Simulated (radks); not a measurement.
Question: Coherent X-ray form factor from a spherical all-electron density. Method: Dirac Kohn-Sham, BLYP, spin-unpolarised, spherical densities, finite nucleus; Fermi nuclear charge, rms radius of each element as measured or else 0.836 A^(1/3) + 0.57 fm; computed with a radial shooting solver on a logarithmic mesh with Libxc functionals.

sin(theta)/lambda (1/angstrom)  f0 (electrons)
0.05                                    45.894
0.1                                     45.577
0.15                                    45.057
0.2                                     44.345
0.25                                    43.458
0.3                                     42.413
0.4                                     39.942
0.5                                     37.123
0.6                                     34.149
0.8                                     28.407
1                                       23.652
1.25                                    19.461
1.5                                     16.781
2                                       13.289

The species is in the configuration that NIST lists as its ground one. Which atom or ion scatters so?

Answer: The ytterbium ion Yb24+, [Kr] 4d10. Extrapolating in s^2 from the first two rows gives f0(0) = 46.0, near the electron count 46; among species with that count, the fall with angle is slower the higher Z, and the table is that of Z = 70; from so few rows the species is fixed only to a neighbour or two.
